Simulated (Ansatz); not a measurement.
Species: CH₂BI₂, charge 0, multiplicity 2. It need not be the lowest isomer of its formula. 
Structure (B3LYP-D3(BJ)/def2-TZVP (Ansatz, a quantum-chemistry and plane-wave program) minimum search):
```
B
C 1 1.4999
H 2 1.0842 1 122.27
H 2 1.0842 3 115.46 1 180.00
I 1 2.1411 2 119.91 3 0.00
I 1 2.1411 2 119.91 3 180.00
```
Charge 0, spin multiplicity 2.

Wanted: atomisation energy (electronic, to ground-state atoms), in kJ/mol. Correlated levels leave the core frozen unless marked. UHF or UKS for open shells. No spin-orbit coupling. Frozen are the shells of the preceding noble gas and the d and f shells that filled before the atom's block. Past Kr the def2 sets carry scalar-relativistic core potentials. STO-3G rows are all-electron and non-relativistic. The coupled-cluster limit lacks core correlation, which all-electron functionals hold. CBS marks a two-point X^-3 extrapolation of the correlation energy; Hartree-Fock from the larger set.

```
level                                        program  atomisation energy (kJ/mol)  minus last row
------------------------------------  --------------  ---------------------------  --------------
HF/def2-QZVPP                                 Ansatz                       1426.2          -460.1
SVWN5/def2-TZVPD                              Ansatz                       2220.0           333.7
PBE/def2-TZVPD                                Ansatz                       1969.9            83.6
BLYP-D3(BJ)/def2-TZVPD                Ansatz + dftd3                       1911.7            25.4
revPBE-D3(BJ)/def2-TZVPD              Ansatz + dftd3                       1928.8            42.5
r2SCAN-D4/def2-TZVPD                  Ansatz + dftd4                       1951.0            64.7
B97M-V/def2-TZVPD                             Ansatz                       1922.0            35.7
BHLYP-D3(BJ)/def2-TZVPD               Ansatz + dftd3                       1861.0           -25.3
r2SCANh/def2-TZVPD                            Ansatz                       1933.2            46.9
CAM-B3LYP-D3(BJ)/def2-TZVPD           Ansatz + dftd3                       1898.8            12.5
LC-wPBE/def2-TZVPD                            Ansatz                       1892.8             6.5
MP2/def2-QZVPP                                Ansatz                       1919.3            33.0
MP2/def2-QZVPPD                               Ansatz                       1920.3            34.0
MP2/CBS(def2-TZVPPD,def2-QZVPPD)              Ansatz                       1939.3            53.0
RI-MP2/def2-TZVPP                             Ansatz                       1888.5             2.2
RI-MP2/def2-QZVPPD                            Ansatz                       1919.8            33.5
RI-MP2/CBS(def2-TZVPP,def2-QZVPP)             Ansatz                       1940.8            54.5
SCS-MP2/def2-TZVPPD                           Ansatz                       1854.5           -31.8
CCSD/STO-3G                                   Ansatz                       2039.3           153.0
CCSD(T)/def2-SVPD                             Ansatz                       1807.9           -78.4
CCSD(T)/CBS(def2-TZVPPD,def2-QZVPPD)          Ansatz                       1886.3             0.0
```
